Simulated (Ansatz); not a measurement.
Molecule: GeI, net charge 1, singlet state. 
Coordinates optimised at B3LYP-D3(BJ)/def2-TZVP (Ansatz, a program for electronic structure):
```xyz
2

Ge     0.0000     0.0000    -1.5094
I      0.0000     0.0000     0.9113
```
Charge +1, spin multiplicity 1.

Basis-set convergence of Hartree-Fock and CCSD correlation energies (hartree) with Ansatz. Cores are frozen in the correlated levels unless marked. No spin-orbit coupling. The frozen core is the preceding noble-gas configuration, with the filled d and f shells of earlier blocks. Past Kr the def2 sets carry scalar-relativistic core potentials.

The T1 diagnostic of CCSD in the largest basis is 0.025, which is high, so the coupled-cluster rows are less sure than usual.

```tsv
basis	functions	E(HF)	E(corr, CCSD)
def2-SVP	58	-2371.51600	-0.17707
def2-TZVPP	98	-2371.79304	-0.22534
def2-QZVPP	171	-2371.83606	-0.24617
```

Extrapolating the two largest sets (X = 3 and 4) as X^-3: E(corr) = (64·(-0.24617) - 27·(-0.22534))/37 = -0.2614 Eh, an estimate of the basis-set limit. The largest set recovers 94.2 % of it, the smallest 67.7 %.
